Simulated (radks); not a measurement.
Results of a calculation; reference values are marked as such.
How relativity changes the ionisation of neutral iridium ([Xe] 4f14 5d7 6s2) to Ir+ ([Xe] 4f14 5d7 6s1). Spin-unpolarised spherical Kohn-Sham, LDA (Slater exchange, Perdew-Wang correlation), point nucleus unless stated (finite: rms radius 5.4032 fm), a radial shooting solver on a logarithmic mesh with Libxc functionals. A level marked "c x" has the speed of light scaled by that factor and shares open shells by 2j + 1; other Dirac levels either fill j = l - 1/2 first or share by 2j + 1.

level	E(Ir) (hartree)	E(Ir+) (hartree)	IE (eV)	HOMO	<r> HOMO (bohr)
non-rel.	-16801.6451	-16801.3311	8.544	6s	3.249
scalar-rel.	-17817.4962	-17817.1222	10.177	6s	2.882
scalar-rel., finite nucleus	-17814.0624	-17813.6886	10.173	6s	2.883
Dirac, 2j+1 shares	-17847.9291	-17847.5549	10.184	6s1/2	2.883
Dirac, low j first	-17847.9834	-17847.6109	10.134	6s1/2	2.890
Dirac, 2j+1 shares, finite nucleus	-17844.4590	-17844.0849	10.179	6s1/2	2.884
Dirac, c x 0.75	-19020.4711	-19020.0099	12.549	5d5/2	1.855
Dirac, c x 0.85	-18370.4230	-18370.0126	11.168	5d5/2	1.801
Dirac, c x 2	-17031.3801	-17031.0542	8.867	6s1/2	3.164

NIST Atomic Spectra Database: 8.967 eV (measured). The relativistic part of the total energy of Ir is -1043 hartree (Dirac, 2j+1 shares, finite nucleus), 6.2 % of the non-relativistic value. Spin polarisation and multiplet splitting of open shells are left out at every level.

Beside tabulated values, note that relativity, absent from the non-relativistic runs, is large for the heavy elements, and spin-unpolarised runs miss the spin-polarisation part of the exchange energy of open shells.
